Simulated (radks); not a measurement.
The numbers below are computed, except where a source is named.
Task: Species: the magnesium ion Mg3+. Configuration: [He] 2s1.75 2p5 3s0.25 (fractional occupations, a model configuration). Code: a radial shooting solver on a logarithmic mesh with Libxc functionals. Model: scalar-relativistic Kohn-Sham, r2SCAN, spin-polarised, spherical densities, finite nucleus; open shells are filled with parallel spins first; meta-GGA in the generalised Kohn-Sham scheme; Fermi nuclear charge, rms radius 3.057 fm. Some entries of the table are withheld. Estimate them.

orbital,occ.,eigenvalue (eV),<1/r> (bohr^-1),<r^2> (bohr^2)
1s up,1,(1),11.63,0.02298
1s down,1,(2),11.64,0.02292
2s up,1,-138.0111,2.210,(3)
2s down,0.75,-133.6287,2.183,(4)
2p up,3,-103.7712,2.088,0.4958
2p down,2,-98.9798,2.064,0.5122
3s up,0.25,(5),0.6363,5.223

Result: 
(1) 1s up eigenvalue (eV): -1333.292
(2) 1s down eigenvalue (eV): -1331.144
(3) 2s up <r^2> (bohr^2): 0.5215
(4) 2s down <r^2> (bohr^2): 0.5332
(5) 3s up eigenvalue (eV): -32.6058
